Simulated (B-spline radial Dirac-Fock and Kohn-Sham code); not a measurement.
# Photoionisation of manganese ions at Ga Kα (9251.7 eV)

Calculated with a radial atomic solver, using Dirac-Hartree-Slater photoionisation with all multipoles and Dirac-Fock thresholds. Cross sections in kb; a dash marks an empty subshell or a threshold above the photon energy.

```tsv
ion	configuration	total	1s	2p3/2	3s	3p3/2	4s
Mn	[Ar] 3d5 4s2	17.10	15.2	0.390	0.155	0.0499	0.0117
Mn¹²⁺	[Ne] 3s2 3p1	17.17	15.2	0.400	0.222	0.0135	–
Mn¹⁹⁺	[He] 2s2 2p2	17.04	15.5	0.163	–	–	–
```
